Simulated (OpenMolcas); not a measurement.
# Cu³⁺: effect of the IPEA shift

```json
{
 "Program": "OpenMolcas",
 "Basis": "ANO-RCC-VQZP [7s6p4d3f2g1h]",
 "Scalar Hamiltonian": "DKH2, point nucleus",
 "Active space": "8 electrons in 5 orbitals (3d)",
 "State averaging": "2S+1 = 3 even, 10 roots; 2S+1 = 1 even, 15 roots",
 "Spin-orbit coupling": "RASSI with atomic mean-field integrals over the reference wave functions, term energies averaged over their components"
}
```

Methods on the same reference wave functions:
A. CASSCF
B. SS-CASPT2, IPEA 0 Eh, imaginary shift 0.1 Eh (closed shells correlated: 3s 3p)
C. SS-CASPT2, IPEA 0.25 Eh, imaginary shift 0.1 Eh (closed shells correlated: 3s 3p)

Energies in cm-1 above 3d8 3F4, the measured ground level; measured values from Sugar and Musgrove, J. Phys. Chem. Ref. Data 19, 527 (1990).

| Level | A | B | C | Measured |
| --- | --- | --- | --- | --- |
| 3d8 3F4 | 0.0 | 0.0 | 0.0 | 0.0 |
| 3d8 3F3 | 1837 | 1841 | 1841 | 1861 |
| 3d8 3F2 | 3078 | 3040 | 3040 | 3078 |
| 3d8 1D2 | 19595 | 15400 | 15490 | 16248 |
| 3d8 3P2 | 23773 | 19450 | 19760 | 19697 |
| 3d8 3P1 | 24220 | 19880 | 20220 | 20097 |
| 3d8 3P0 | 24571 | 20210 | 20550 | 20423 |
| 3d8 1G4 | 30380 | 26750 | 26730 | 26913 |
| 3d8 1S0 | 72987 | 61020 | 61170 | 61456 |

Deviations, from unrounded energies. A percentage is the sum of absolute deviations over the sum of measured energies, with the sign that they share, or ± where signs differ.

```tsv
Against measurement	Levels	A	B	C
mean absolute deviation (cm-1)	8	3800	270	200
fine structure of the ground term (%)	2	±0.5	-1.1	-1.1
other terms of the ground configuration (%)	6	+18.6	-1.3	±0.9
```

C lies closest to measurement on these levels and A furthest from it. The largest miss of C in the table is 3d8 1D2, by -760 cm-1. The ranking rests on the paired levels alone, and a cruder setting can come out closer through cancelling errors.

Between B and C the level of the table that moves most is 3d8 3P1, by 340 cm-1 (lowest in B, highest in C). Moves below CASPT2's spread within the term are not significant.

The mean deviations of B to C differ by less than CASPT2's widest spread within a term (1200 cm-1), so their order carries little weight.

From A to B the spin-free energies of the other terms of 3d8 shown, above 3F, scale by factors of 0.77 to 0.87, as is usual when dynamic correlation screens the repulsion within a d or f shell.

The lowest spin-free term lies below A's lowest term by 0.710 hartree in B, 0.705 hartree in C.

CASPT2 breaks the degeneracy within a term, and the mean is taken; among the terms shown or strongly mixed into the levels shown the widest spread is 1200 cm-1 (3d8 3F, B). Without dynamic correlation excited terms often stand tens of per cent too high (terms of higher spin than the ground term too low), and those without a measured partner can miss by more than the paired ones (holds for A). Measured partners are found by configuration, term and J. A level has none where our copy of the source lacks it or the pairing is in doubt (some pairs that miss far off the trend of their configuration count as doubtful), and it then counts in no deviation. Levels of configurations outside the active space are missing.
